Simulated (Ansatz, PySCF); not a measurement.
The pair A = aminoborane (SMILES BN) (first 6 atoms), B = aminoborane (SMILES BN); geometry from B3LYP-D3(BJ)/def2-TZVP.
(charge 0, multiplicity 1):
```xyz
12

B     -0.784     0.355    -0.291
N      0.430    -0.199     0.078
H     -1.089     0.405    -1.442
H     -1.509     0.781     0.560
H      0.731    -0.270     1.038
H      1.086    -0.580    -0.585
B      0.239    -0.707     3.997
N     -0.023     0.456     3.283
H     -0.472    -1.651     3.843
H      1.179    -0.735     4.731
H      0.520     1.299     3.383
H     -0.813     0.566     2.665
```

Rows in 6-31G* carry no dispersion term and start afresh at each structure (6-31G* with six Cartesian d functions).

The values were computed with Ansatz (Gaussian orbitals); PySCF for 6-31G* rows. Values without a source in brackets are computed.

Total energies (hartree), monomers frozen at their geometry in the pair:

```csv
structure,HF/6-31G*,PBE/def2-TZVPPD,B3LYP/6-31G*
AB,-162.9797223,-163.9073047,-164.0831737
A in the pair's basis,-81.4891148,-81.9519668,-82.0397492
B in the pair's basis,-81.4898294,-81.9520232,-82.0406817
A,-81.4887759,-81.9519194,-82.0392085
B,-81.4887404,-81.9519404,-82.0392295
```

Question: Work out the interaction energy without and with the counterpoise correction, and the superposition error, for each level.

Answer: 
E(AB) − E(A) − E(B), times 627.509 kcal/mol, with the monomers in their own basis and then in the pair's basis:
- HF/6-31G*: -1.38 uncorrected, -0.49 corrected; the monomers gain 0.90 kcal/mol from borrowed functions
- PBE/def2-TZVPPD: -2.16 uncorrected, -2.08 corrected; the monomers gain 0.08 kcal/mol from borrowed functions
- B3LYP/6-31G*: -2.97 uncorrected, -1.72 corrected; the monomers gain 1.25 kcal/mol from borrowed functions

Ansatz is an electronic-structure program.
